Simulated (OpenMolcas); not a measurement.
## Os5+ in a point-charge field

Os5+ among 6 point charges of -0.98 e arranged as an octahedron (Oh), 2.14 Å from the ion.

```yaml
Program: OpenMolcas 26.06
Method: CASSCF
Basis: ANO-RCC-VDZP [7s6p4d2f1g]
Scalar_Hamiltonian: DKH2, point nucleus
Active_space: 3 electrons in 5 orbitals (5d)
State_averaging: 2S+1 = 4 even, 10 roots; 2S+1 = 2 even, 40 roots
Spin-orbit_coupling: state interaction with AMFI integrals over the reference wave functions
```

The lowest spin-free states (labels of O, the rotations of Oh), above the lowest:

```tsv
State	Degeneracy	E (cm-1)	Free-ion L (%)
4A2	1	0.0	F (100)
4T2	3	3406	F (100)
4T1	3	5982	F (99)
2E	2	16435	G (80)
2T1	3	16953	G (76)
4T1	3	17792	P (99)
2A1	1	18115	G (100)
2T2	3	19049	G (92)
2T1	3	21767	H (53)
2T2	3	21842	H (79)
2E	2	23451	H (60)
2T1	3	24382	P (51)
2T1	3	25135	H (83)
2T2	3	26396	D (74)
2E	2	28333	D (54)
2A2	1	36085	F (100)
2T2	3	36519	F (98)
2T1	3	37546	F (98)
2E	2	55823	D (100)
2T2	3	56699	D (98)
```

The lowest levels with spin-orbit coupling:

```json
{"E (cm-1)": "0.0", "Degeneracy": "4", "Label": "Γ8", "2S+1": "4 (85 %)", "g": ""}
{"E (cm-1)": "6921", "Degeneracy": "4", "Label": "Γ8", "2S+1": "4", "g": ""}
{"E (cm-1)": "8164", "Degeneracy": "2", "Label": "Γ7", "2S+1": "4", "g": "1.10 1.10 1.10"}
{"E (cm-1)": "12775", "Degeneracy": "2", "Label": "Γ6", "2S+1": "4 (85 %)", "g": "2.89 2.89 2.89"}
{"E (cm-1)": "12829", "Degeneracy": "4", "Label": "Γ8", "2S+1": "4 (87 %)", "g": ""}
{"E (cm-1)": "13742", "Degeneracy": "2", "Label": "Γ7", "2S+1": "4 (87 %)", "g": "3.00 3.00 3.00"}
{"E (cm-1)": "15952", "Degeneracy": "4", "Label": "Γ8", "2S+1": "4 (55 %)", "g": ""}
{"E (cm-1)": "16619", "Degeneracy": "4", "Label": "Γ8", "2S+1": "4 (56 %)", "g": ""}
{"E (cm-1)": "17939", "Degeneracy": "2", "Label": "Γ6", "2S+1": "4 (58 %)", "g": "4.41 4.41 4.41"}
{"E (cm-1)": "18938", "Degeneracy": "4", "Label": "Γ8", "2S+1": "4 (57 %)", "g": ""}
{"E (cm-1)": "20376", "Degeneracy": "2", "Label": "Γ6", "2S+1": "4 (64 %)", "g": "2.08 2.08 2.08"}
{"E (cm-1)": "25524", "Degeneracy": "4", "Label": "Γ8", "2S+1": "2 (69 %)", "g": ""}
{"E (cm-1)": "25963", "Degeneracy": "2", "Label": "Γ6", "2S+1": "2 (78 %)", "g": "1.59 1.59 1.59"}
{"E (cm-1)": "27331", "Degeneracy": "4", "Label": "Γ8", "2S+1": "2 (62 %)", "g": ""}
{"E (cm-1)": "27468", "Degeneracy": "2", "Label": "Γ7", "2S+1": "2 (87 %)", "g": "2.69 2.69 2.69"}
{"E (cm-1)": "28053", "Degeneracy": "4", "Label": "Γ8", "2S+1": "2 (77 %)", "g": ""}
{"E (cm-1)": "28509", "Degeneracy": "2", "Label": "Γ6", "2S+1": "2 (69 %)", "g": "3.32 3.32 3.32"}
{"E (cm-1)": "29150", "Degeneracy": "2", "Label": "Γ7", "2S+1": "4 (88 %)", "g": "2.58 2.58 2.58"}
{"E (cm-1)": "29242", "Degeneracy": "4", "Label": "Γ8", "2S+1": "4 (87 %)", "g": ""}
{"E (cm-1)": "33709", "Degeneracy": "4", "Label": "Γ8", "2S+1": "2 (60 %)", "g": ""}
```

Powder χT (cm3 K/mol): 0.097 at 2 K, 0.0975 at 10 K, 0.1 at 50 K, 0.104 at 100 K, 0.111 at 200 K, 0.118 at 300 K. The effective moment at 300 K is 2.828 √(χT) = 0.97 μB.

A least-squares ligand-field fit to the states below 45000 cm-1, each weighted by its degeneracy and with a free common offset, gives 10Dq = 3501 cm-1, B = 898 cm-1 and C = 3721 cm-1 (C/B = 4.14), with an rms deviation of 40 cm-1.

Spin-orbit coupling mixes the spin-free states strongly: the lowest level takes only 38 % from its leading state, 4T2, which lies 3406 cm-1 above the lowest spin-free state. Without dynamic correlation the repulsion within the d shell is too large (B by tens of per cent), so at a given field states of lower spin stand too high. This field is weak: 10Dq is about 3501 cm-1, while octahedral complexes of 5d ions of charge 3 and more, computed by the same method with explicit ligands, had a median near 35000 cm-1. Ground spin and moment need not be those of a real site. Point charges carry no covalency, so the field is a model and not that of real ligands. No measured value stands beside these numbers.

The RASSCF and RASSI steps took 9.4 s on 1 thread of Arm Neoverse V2, with other jobs on the host; the integral step is not counted.
